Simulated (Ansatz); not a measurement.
Mulliken charges of C4H4Se (`c1cc[se]c1`) from PBE/def2-TZVPP in Ansatz (PBE0-D4/def2-TZVP geometry).

```json
{"atom": "C1", "x (Å)": "0.172", "y (Å)": "0.961", "z (Å)": "0.118", "charge (e)": "-0.136"}
{"atom": "C2", "x (Å)": "0.974", "y (Å)": "-0.194", "z (Å)": "-0.096", "charge (e)": "-0.136"}
{"atom": "C3", "x (Å)": "0.281", "y (Å)": "-1.356", "z (Å)": "-0.205", "charge (e)": "-0.179"}
{"atom": "Se4", "x (Å)": "-1.541", "y (Å)": "-1.075", "z (Å)": "-0.039", "charge (e)": "0.199"}
{"atom": "C5", "x (Å)": "-1.163", "y (Å)": "0.723", "z (Å)": "0.180", "charge (e)": "-0.179"}
{"atom": "H6", "x (Å)": "0.590", "y (Å)": "1.955", "z (Å)": "0.225", "charge (e)": "0.109"}
{"atom": "H7", "x (Å)": "2.054", "y (Å)": "-0.154", "z (Å)": "-0.166", "charge (e)": "0.109"}
{"atom": "H8", "x (Å)": "0.676", "y (Å)": "-2.347", "z (Å)": "-0.368", "charge (e)": "0.106"}
{"atom": "H9", "x (Å)": "-1.955", "y (Å)": "1.441", "z (Å)": "0.334", "charge (e)": "0.106"}
```

By hand: the dipole of these point charges (1 e Å = 4.8032 D).

Σ q r = (-0.152, -0.105, -0.003) e Å, of length 0.185 e Å = 0.89 D.

How does the dipole of the full density compare? (Best estimate.)

Ansatz gave: (0.051, 0.035, 0.001) e Å, 0.30 D; the point charges give 2.97 times that, at 180° from its direction, so they point the opposite way.

Point charges leave out the atoms' own dipoles, such as those of lone pairs, and Mulliken's split depends on the basis, so the two needn't agree.
